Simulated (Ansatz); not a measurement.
BaO, SMILES [O]=[Ba]. Atoms are numbered in the order given.

```xyz
2

Ba     0.0000     0.0000    -0.1913
O      0.0000     0.0000     1.7677
```
Charge 0, spin multiplicity 1.

The structure is a stationary point at r2SCAN-D4/def2-TZVPD. The def2 effective core potentials stand for the cores of Ba; spin–orbit coupling is left out.

Two levels are set side by side: PBE-D3(BJ)/def2-TZVPD (Ansatz, a program for electronic structure) and r2SCAN-D4/def2-TZVPD (Ansatz). Each level has its own optimised geometry; the coordinates shown are those of the second. Differences are taken from unrounded values.

```tsv
quantity	r2SCAN-D4	PBE-D3(BJ)	PBE-D3(BJ) minus r2SCAN-D4
bond Ba1–O2 (Å)	1.959	1.957	-0.002
```

Here PBE gives about what the other level gives.
